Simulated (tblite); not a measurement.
C13H15BS.
Numbering: `[CH3:1][S:2][c:3]1[cH:4][cH:5][cH:6][c:7]2[c:8]([B:9]([CH3:10])[CH3:11])[cH:12][cH:13][cH:14][c:15]12` (hydrogens: H16, H17, H18 on C1; H19 on C4; H20 on C5; H21 on C6; H22, H23, H24 on C10; H25, H26, H27 on C11; H28 on C12; H29 on C13; H30 on C14)

Computed with GFN2-xTB (tblite), gas phase: L-BFGS steps from a force-field or distance-geometry start until the largest atomic force falls under 0.01 eV/Å.

The end geometry, which sets the zero of energy:
```
atom  x, y, z in Å
C1      4.3412    0.3370   -0.8529
S2      3.9438   -0.7913    0.5228
C3      2.2865   -0.1990    0.8537
C4      2.0990    0.6534    1.9066
C5      0.8216    1.1607    2.1810
C6     -0.2387    0.8160    1.3907
C7     -0.0803   -0.0617    0.2965
C8     -1.1913   -0.4311   -0.5128
B9     -2.6154    0.1937   -0.3185
C10    -3.8127   -0.7397    0.1046
C11    -2.8648    1.7225   -0.6178
C12    -0.9820   -1.3449   -1.5240
C13     0.2811   -1.8926   -1.7773
C14     1.3579   -1.5307   -1.0177
C15     1.2067   -0.6051    0.0333
H16     4.3571    1.3586   -0.4840
H17     5.3234    0.0539   -1.2162
H18     3.6005    0.2269   -1.6394
H19     2.9385    0.9335    2.5251
H20     0.6885    1.8298    3.0184
H21    -1.2248    1.2048    1.5969
H22    -3.7570   -0.9213    1.1790
H23    -4.7949   -0.3182   -0.0948
H24    -3.7578   -1.7215   -0.3619
H25    -3.3495    1.8084   -1.5914
H26    -1.9605    2.3247   -0.6606
H27    -3.5491    2.1798    0.0950
H28    -1.8123   -1.6418   -2.1497
H29     0.3973   -2.6103   -2.5768
H30     2.3301   -1.9659   -1.1959
```

Question: These geometries come from the run, each turned onto the end geometry. Order them by energy, lowest first.
A.
```
atom  x, y, z in Å
C1      4.3915    0.4259   -0.8200
S2      3.9804   -0.8373    0.4333
C3      2.3432   -0.1882    0.8017
C4      2.2329    0.7564    1.7875
C5      0.9800    1.2932    2.1029
C6     -0.1389    0.8979    1.4241
C7     -0.0640   -0.0545    0.3761
C8     -1.2296   -0.4836   -0.3379
B9     -2.6554    0.1522   -0.2116
C10    -3.9261   -0.7763   -0.1876
C11    -2.8594    1.6880   -0.4769
C12    -1.0807   -1.4660   -1.3042
C13     0.1652   -2.0305   -1.5986
C14     1.2851   -1.6211   -0.9320
C15     1.2093   -0.6285    0.0698
H16     4.3475    1.3952   -0.3485
H17     5.3870    0.2281   -1.1873
H18     3.6707    0.3492   -1.6192
H19     3.1012    1.0810    2.3365
H20     0.9117    2.0197    2.8985
H21    -1.0952    1.3185    1.7081
H22    -3.7333   -1.7619    0.2177
H23    -4.7604   -0.3378    0.3483
H24    -4.2509   -0.9108   -1.2196
H25    -3.1751    1.7871   -1.5171
H26    -1.9552    2.2718   -0.3646
H27    -3.6401    2.1337    0.1296
H28    -1.9370   -1.8083   -1.8729
H29     0.2400   -2.7958   -2.3586
H30     2.2375   -2.0686   -1.1655
```
B.
```
atom  x, y, z in Å
C1      4.3622    0.2710   -0.8895
S2      3.9452   -0.7494    0.5627
C3      2.2861   -0.1486    0.8644
C4      2.0872    0.6997    1.9190
C5      0.8033    1.1881    2.1956
C6     -0.2534    0.8303    1.4062
C7     -0.0838   -0.0397    0.3078
C8     -1.1912   -0.4220   -0.5019
B9     -2.6207    0.1932   -0.3134
C10    -3.8182   -0.7565    0.0737
C11    -2.8790    1.7234   -0.5970
C12    -0.9710   -1.3362   -1.5107
C13     0.2975   -1.8731   -1.7603
C14     1.3700   -1.4970   -1.0014
C15     1.2100   -0.5669    0.0444
H16     4.3828    1.3173   -0.5989
H17     5.3475   -0.0476   -1.2139
H18     3.6340    0.1071   -1.6778
H19     2.9230    0.9887    2.5385
H20     0.6603    1.8500    3.0367
H21    -1.2455    1.1987    1.6193
H22    -3.6756   -1.1446    1.0826
H23    -4.7944   -0.2786    0.0403
H24    -3.8488   -1.6338   -0.5711
H25    -3.4126    1.8152   -1.5443
H26    -1.9768    2.3245   -0.6791
H27    -3.5267    2.1773    0.1519
H28    -1.7970   -1.6429   -2.1377
H29     0.4227   -2.5918   -2.5579
H30     2.3451   -1.9270   -1.1762
```
C.
```
atom  x, y, z in Å
C1      4.3915    0.4318   -0.8372
S2      3.9575   -0.8173    0.4150
C3      2.3241   -0.1943    0.8100
C4      2.2058    0.7409    1.7999
C5      0.9489    1.2788    2.1041
C6     -0.1609    0.8758    1.4136
C7     -0.0750   -0.0784    0.3769
C8     -1.2256   -0.4918   -0.3580
B9     -2.6446    0.1647   -0.2631
C10    -3.9146   -0.7699   -0.1716
C11    -2.8480    1.7156   -0.4843
C12    -1.0614   -1.4878   -1.3021
C13     0.1888   -2.0427   -1.5953
C14     1.3015   -1.6262   -0.9215
C15     1.1969   -0.6462    0.0845
H16     4.3694    1.4167   -0.3810
H17     5.3943    0.1956   -1.1754
H18     3.6927    0.3824   -1.6673
H19     3.0820    1.0623    2.3427
H20     0.8715    2.0192    2.8866
H21    -1.1296    1.2808    1.6624
H22    -3.7059   -1.7488    0.2533
H23    -4.7378   -0.3246    0.3820
H24    -4.2905   -0.9369   -1.1821
H25    -3.1908    1.8691   -1.5090
H26    -1.9476    2.3125   -0.3625
H27    -3.6270    2.1323    0.1517
H28    -1.9198   -1.8347   -1.8589
H29     0.2672   -2.7976   -2.3649
H30     2.2694   -2.0529   -1.1367
```
D.
```
atom  x, y, z in Å
C1      4.3781    0.4117   -0.8465
S2      3.9557   -0.7612    0.4809
C3      2.3002   -0.1651    0.8202
C4      2.1338    0.7481    1.8241
C5      0.8574    1.2464    2.1176
C6     -0.2244    0.8364    1.3899
C7     -0.0846   -0.0899    0.3348
C8     -1.2103   -0.5017   -0.4341
B9     -2.6198    0.1607   -0.2865
C10    -3.8949   -0.7395   -0.0600
C11    -2.7979    1.7123   -0.5167
C12    -1.0184   -1.4729   -1.3957
C13     0.2426   -2.0254   -1.6508
C14     1.3357   -1.6084   -0.9442
C15     1.2007   -0.6316    0.0616
H16     4.3642    1.4211   -0.4456
H17     5.3766    0.1544   -1.1846
H18     3.6656    0.3117   -1.6599
H19     2.9880    1.0764    2.3968
H20     0.7399    1.9582    2.9213
H21    -1.2132    1.2067    1.6140
H22    -3.6752   -1.6983    0.4028
H23    -4.6695   -0.2479    0.5246
H24    -4.3393   -0.9539   -1.0331
H25    -3.3151    1.8644   -1.4647
H26    -1.8641    2.2672   -0.5672
H27    -3.4285    2.1738    0.2417
H28    -1.8598   -1.8099   -1.9856
H29     0.3464   -2.7836   -2.4145
H30     2.3123   -2.0316   -1.1287
```
E.
```
atom  x, y, z in Å
C1      4.3195    0.2805   -0.8836
S2      3.9478   -0.7537    0.5701
C3      2.2887   -0.1602    0.8803
C4      2.0945    0.7134    1.9142
C5      0.8148    1.2234    2.1703
C6     -0.2401    0.8636    1.3795
C7     -0.0744   -0.0351    0.3038
C8     -1.1809   -0.4220   -0.5047
B9     -2.6084    0.1955   -0.3119
C10    -3.8078   -0.7667    0.0381
C11    -2.8667    1.7311   -0.5676
C12    -0.9622   -1.3549   -1.4964
C13     0.3020   -1.9101   -1.7270
C14     1.3718   -1.5385   -0.9620
C15     1.2138   -0.5853    0.0628
H16     4.2991    1.3269   -0.5929
H17     5.3139    0.0013   -1.2156
H18     3.5909    0.0901   -1.6661
H19     2.9304    1.0111    2.5297
H20     0.6763    1.9093    2.9929
H21    -1.2264    1.2578    1.5715
H22    -3.5562   -1.4590    0.8409
H23    -4.7274   -0.2533    0.3090
H24    -4.0281   -1.3896   -0.8303
H25    -3.4475    1.8456   -1.4834
H26    -1.9630    2.3248   -0.6817
H27    -3.4718    2.1784    0.2195
H28    -1.7873   -1.6674   -2.1212
H29     0.4241   -2.6412   -2.5133
H30     2.3427   -1.9871   -1.1129
```

Answer: B (0.004 eV), E (0.009 eV), D (0.019 eV), C (0.034 eV), A (0.075 eV).

In the order of the answer:

```tsv
step	E above end (eV)	largest force (eV/Å)	rms force component (eV/Å)	rms distance from end (Å)	rms bond change (Å)	bond most changed (Å)
172	0.004	0.02	0.005	0.088	0.000	C7–C8 +0.001
140	0.009	0.03	0.008	0.198	0.001	C10–H24 +0.003
55	0.019	0.05	0.012	0.341	0.001	C10–H22 -0.004
20	0.034	0.05	0.014	0.383	0.002	C10–H22 -0.004
3	0.075	0.27	0.089	0.393	0.005	C7–C8 +0.009
```

What follows is the cost of the whole relaxation. Time: 2.3 s wall, 3.5 s CPU. Hardware: an Arm Neoverse V1 with 2 threads, shared host.
